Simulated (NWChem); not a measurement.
GeSiH₆Te; SMILES [SiH3][Te][GeH3]

All runs: NWChem. Structure relaxed at the PBE0/def2-SVP level. Not confirmed as a minimum by frequencies. def2 effective core potentials on Te; no spin-orbit coupling.

For level PBE/def2-SVP (core potentials):

```yaml
highest occupied level (eV): -5.35
orbital gap (eV): 3.81
dipole (D): 0.75
```

### Question
How do the values read with level PBE/STO-3G (all-electron, non-relativistic) instead?

### Answer
- highest occupied level (eV) = -2.34
- orbital gap (eV) = 4.55
- dipole (D) = 2.20
